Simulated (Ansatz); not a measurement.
Calculated with Ansatz (gas phase, PBE0-D4/def2-TZVP geometries, no zero-point term in ΔE). CCSD(T)/CBS is the MP2 limit (def2-TZVPP, def2-QZVPP) plus CCSD(T) − MP2 in def2-TZVPP, frozen cores. This one scheme is used for every species. DFT in def2-TZVPP. B3LYP here is the variant with VWN-RPA as its local correlation; programs differ in this. One conformer a species, not always the lowest.

`CSB(N)F` + CH₃OH → `COB(N)F` + CH₃SH  (ligand exchange at a B–S bond)

```json
{"level": "PBE-D4", "ΔE (kJ/mol)": "-52.6", "difference from CCSD(T)/CBS": "9.9"}
{"level": "r2SCAN-D4", "ΔE (kJ/mol)": "-60.6", "difference from CCSD(T)/CBS": "1.9"}
{"level": "PBE0-D4", "ΔE (kJ/mol)": "-57.3", "difference from CCSD(T)/CBS": "5.2"}
{"level": "B3LYP-D4", "ΔE (kJ/mol)": "-65.2", "difference from CCSD(T)/CBS": "-2.7"}
{"level": "ωB97X-V", "ΔE (kJ/mol)": "-63.4", "difference from CCSD(T)/CBS": "-0.9"}
{"level": "ωB97M-V", "ΔE (kJ/mol)": "-65.0", "difference from CCSD(T)/CBS": "-2.5"}
{"level": "B2PLYP", "ΔE (kJ/mol)": "-66.8", "difference from CCSD(T)/CBS": "-4.3"}
{"level": "PBE", "ΔE (kJ/mol)": "-54.5", "difference from CCSD(T)/CBS": "8.0"}
{"level": "r2SCAN", "ΔE (kJ/mol)": "-61.0", "difference from CCSD(T)/CBS": "1.5"}
{"level": "PBE0", "ΔE (kJ/mol)": "-59.0", "difference from CCSD(T)/CBS": "3.5"}
{"level": "B3LYP", "ΔE (kJ/mol)": "-68.4", "difference from CCSD(T)/CBS": "-5.9"}
{"level": "HF/def2-TZVPP", "ΔE (kJ/mol)": "-82.9", "difference from CCSD(T)/CBS": "-20.4"}
{"level": "MP2/def2-TZVPP", "ΔE (kJ/mol)": "-61.0", "difference from CCSD(T)/CBS": "1.5"}
{"level": "SCS-MP2/def2-TZVPP", "ΔE (kJ/mol)": "-65.5", "difference from CCSD(T)/CBS": "-3.0"}
{"level": "CCSD/def2-TZVPP", "ΔE (kJ/mol)": "-68.9", "difference from CCSD(T)/CBS": "-6.4"}
{"level": "CCSD(T)/def2-TZVPP", "ΔE (kJ/mol)": "-65.3", "difference from CCSD(T)/CBS": "-2.8"}
{"level": "HF/def2-QZVPP", "ΔE (kJ/mol)": "-83.8", "difference from CCSD(T)/CBS": "-21.3"}
{"level": "MP2/def2-QZVPP", "ΔE (kJ/mol)": "-59.8", "difference from CCSD(T)/CBS": "2.7"}
{"level": "SCS-MP2/def2-QZVPP", "ΔE (kJ/mol)": "-64.3", "difference from CCSD(T)/CBS": "-1.8"}
{"level": "HF/CBS(def2)", "ΔE (kJ/mol)": "-83.9", "difference from CCSD(T)/CBS": "-21.4"}
{"level": "MP2/CBS(def2)", "ΔE (kJ/mol)": "-58.3", "difference from CCSD(T)/CBS": "4.2"}
{"level": "CCSD/CBS(def2)", "ΔE (kJ/mol)": "-66.2", "difference from CCSD(T)/CBS": "-3.7"}
{"level": "CCSD(T)/CBS", "ΔE (kJ/mol)": "-62.5", "difference from CCSD(T)/CBS": "0"}
```

Largest T1 diagnostic among the species: 0.011.

In def2-TZVPP, CCSD(T) changes the Hartree–Fock value by +17.6 kJ/mol (the triples alone add +3.6 kJ/mol) and MP2 by +21.9 kJ/mol. The D4 term adds +3.3 kJ/mol with B3LYP and +1.7 kJ/mol with PBE0; it sums over pairs of atoms, weighted by their polarisabilities, and B3LYP, whose exchange is more repulsive, gets the larger term.
